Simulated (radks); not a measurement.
Se25+, 9 electrons, occupied as [He] 2s2 2p4 3d1 (not the ground configuration). Method: scalar-relativistic Kohn-Sham, PBE, spin-unpolarised, spherical densities, finite nucleus; Fermi nuclear charge, rms radius 4.14 fm; computed with a radial shooting solver on a logarithmic mesh with Libxc functionals. Some entries of the table are withheld. Estimate them.

| orbital | occ. | eigenvalue (hartree) | r(max) (bohr) |
|---|---|---|---|
| 1s | 2 | -511.7433 | 0.02878 |
| 2s | 2 | (1) | 0.1609 |
| 2p | 4 | (2) | 0.1278 |
| 3s | 0 | -41.98309 | 0.4327 |
| 3p | 0 | -40.07671 | (3) |
| 3d | 1 | -37.70850 | (4) |

Answer. 
(1) 2s eigenvalue (hartree): -104.7322
(2) 2p eigenvalue (hartree): -98.76952
(3) 3p r(max) (bohr): 0.4135
(4) 3d r(max) (bohr): 0.3272
